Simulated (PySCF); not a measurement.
Predicted microwave data (PBE0/pcSseg-1 in PySCF (dipole) on a GFN2-xTB geometry, gas phase) for one isomer of C4H12O2SSi2:

```
Rotational constants : A = 2111, B = 417.3, C = 392.5 MHz
Dipole components    : |μa| = 0.64 D, |μb| = 0.41 D, |μc| = 0.67 D
Inertial defect      : -163.00 u·Å²
κ                    : -0.97
```

Question: Which candidate fits, each taken in the one conformer that was computed?
A. `[CH3:1][Si@@H:2](/[CH:3]=[CH:4]/[S@@:5]([CH3:6])=[O:7])[O:8][SiH3:9]` with C1–Si2–C3–C4 115°, C3–C4–S5–C6 -111°, C1–Si2–O8–Si9 -113°
B. `[CH3:1][S:2][Si@@H:3]([OH:4])[O:5][C@H:6]1[SiH2:7][C@@H:8]1[CH3:9]` with C1–S2–Si3–O4 48°, S2–Si3–O4–H 91°, S2–Si3–O5–C6 52°, Si3–O5–C6–Si7 115°
C. `[CH3:1][SiH2:2][CH2:3][S:4][Si@@H:5]([OH:6])[C:7]([CH3:8])=[O:9]` with C1–Si2–C3–S4 65°, Si2–C3–S4–Si5 -172°, C3–S4–Si5–O6 55°, S4–Si5–O6–H 132°, S4–Si5–C7–C8 45°

Answer: C. It is C[SiH2]CS[Si@@H](O)C(C)=O, a near-prolate asymmetric top, point group C1. The candidates at the same level (rigid rotor, commonest isotopes):

```tsv
SMILES	A (MHz)	B (MHz)	C (MHz)	μa (D)	μb (D)	μc (D)	Δ (u·Å²)	point group	rotor
C[SiH2]CS[Si@@H](O)C(C)=O	2111	417.3	392.5	0.64	0.41	0.67	-163.00	C1	near-prolate asymmetric top
CS[Si@@H](O)O[C@H]1[SiH2][C@@H]1C	1837	471.5	429.5	0.74	0.24	0.55	-170.40	C1	near-prolate asymmetric top
C[Si@@H](/C=C/[S@@](C)=O)O[SiH3]	1410	490.9	391.4	1.77	2.62	0.15	-96.89	C1	asymmetric top
```

`C[Si@@H](/C=C/[S@@](C)=O)O[SiH3]` has A 33 % too low; `CS[Si@@H](O)O[C@H]1[SiH2][C@@H]1C` has B 13 % too high. No structure here is proved a minimum.
